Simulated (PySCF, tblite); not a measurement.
A set of runs on `Bc1o[c]c(C)c1Cl` [radical]; the geometry of each is named by its level. Settings lines and outputs come from a driver script.

C₅H₅BClO (doublet state).
Numbering: `[BH2:1][c:2]1[o:3][c:4][c:5]([CH3:6])[c:7]1[Cl:8]` (hydrogens: H9, H10 on B1; H11, H12, H13 on C6)

Step 1: GFN2-xTB geometry optimisation, gas phase (tblite 0.8.0) (from a force-field or distance-geometry start)
```json
{"job": {"kind": "relax", "xc": "GFN2-xTB", "basis": "xTB"}, "charge": 0, "multiplicity": 2}
```
```
step      E/eV     max force
  0    -624.79063    3.068
  1    -625.02231    1.255
  2    -625.10681    0.892
...
 51    -625.74799    0.025
 52    -625.74809    0.013
 53    -625.74812    0.011
 54    -625.74814    0.010
 55    -625.74815    0.008
```

Energy lowered by 22.1 kcal/mol over 55 steps; largest atomic force 0.008 eV/Å at the end. «max force» is the largest atomic force in eV/Å.

The run took 0.32 s wall on one thread, Arm Neoverse V2 (aarch64), shared host with 96 logical CPUs at a one-minute load of 56.

Step 2: GFN2-xTB harmonic vibrations, gas phase (tblite 0.8.0) (on the GFN2-xTB geometry)
```json
{"job": {"kind": "ir", "xc": "GFN2-xTB", "basis": "xTB"}, "charge": 0, "multiplicity": 2}
```
```
(table of modes left out)
```

33 modes from 49 to 3062 cm⁻¹ (unscaled, harmonic); zero-point energy 52.9 kcal/mol; all wavenumbers are real at this level.

Hardware: one thread of an Arm Neoverse V2, shared host. Cost: 0.35 s wall.

Step 3: UKS B3LYP, pcH-1 on B C Cl H O, non-relativistic, mean-field spin-orbit, GIAO (PySCF 2.14.0) (on the GFN2-xTB geometry)
```json
{"job": {"kind": "epr", "basis": "pcH-1"}, "charge": 0, "multiplicity": 2}
```
```
...
E = -753.71075118 Eh   <S^2> = 0.7603 (exact 0.7500)
g shifts (ppm)      1          2          3
  rmc          -190       -190       -190
  gc             13         29        -49
  oz_so        -805         61       2295
  total        -982       -100       2055
hyperfine (MHz)  atom isotope    a_iso     a_fc   dipolar eigenvalues
    0   11B       0.52       0.52     -3.09      0.30      2.79
    1   13C      24.35      24.35    -12.11     -3.35     15.46
    2   17O    -119.64    -119.61    -16.65      6.48     10.17
    3   13C     620.60     620.74    -77.15    -52.48    129.63
    4   13C      78.62      78.67    -19.85     -6.33     26.19
    5   13C       2.01       2.01     -1.09     -0.98      2.07
    6   13C      41.36      41.31     -3.63     -1.18      4.81
    7  35Cl       1.30       1.23     -4.43     -2.11      6.54
    8    1H       9.62       9.63     -1.05     -0.25      1.30
    9    1H       1.86       1.86     -1.28     -1.13      2.41
   10    1H       0.62       0.62     -3.68     -3.41      7.09
   11    1H      -5.81      -5.81     -2.17     -1.58      3.75
   12    1H      -5.82      -5.82     -2.17     -1.58      3.75
```

⟨S²⟩ 0.760; g_iso 2.0026. rmc, gc and oz_so are the mass-correction, gauge-correction and orbital-Zeeman/spin–orbit parts of the g shift along its three principal axes; a_iso is the isotropic hyperfine coupling and a_fc its Fermi-contact part. The log counts atoms from 0, this text from 1.

The run took 81 s wall (grids of density and orbitals included) on Arm Neoverse V2, one thread (shared host), and the process peaked at 0.94 GiB of memory.

Geometry of the electronic-property runs (GFN2-xTB):
```
atom  x, y, z in Å
B1     2.7979    0.0004    0.2283
C2     1.3295   -0.2918    0.0329
O3     0.8909   -1.5596   -0.3094
C4    -0.4042   -1.5294   -0.4070
C5    -0.9685   -0.3111   -0.1588
C6    -2.3864    0.1223   -0.1651
C7     0.1749    0.4876    0.1268
Cl8    0.0955    2.1353    0.5198
H9     3.1163    1.0845    0.5199
H10    3.5826   -0.8506    0.0894
H11   -3.0338   -0.7130   -0.4140
H12   -2.6654    0.5085    0.8144
H13   -2.5337    0.9174   -0.8948
```

 (This holds for the electronic-property runs.)

One conformer stands for the species.
